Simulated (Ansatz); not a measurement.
`C[SiH2]CCl`, charge 0, multiplicity 1.

**Question.** Give a relaxed structure at PBE0-D4/def2-TZVP (Ansatz). (An estimate is asked.)

**Answer.** Computed: 
```xyz
11

C    -1.001    0.541   -1.096
Si    0.670    0.198   -0.343
C     0.490   -0.545    1.382
Cl   -0.440   -2.071    1.299
H    -1.560    1.261   -0.495
H    -0.894    0.950   -2.103
H    -1.585   -0.380   -1.160
H     1.454    1.458   -0.194
H     1.451   -0.754   -1.176
H     1.458   -0.779    1.826
H    -0.044    0.122    2.061
```
This is one stationary point; other conformers may exist.
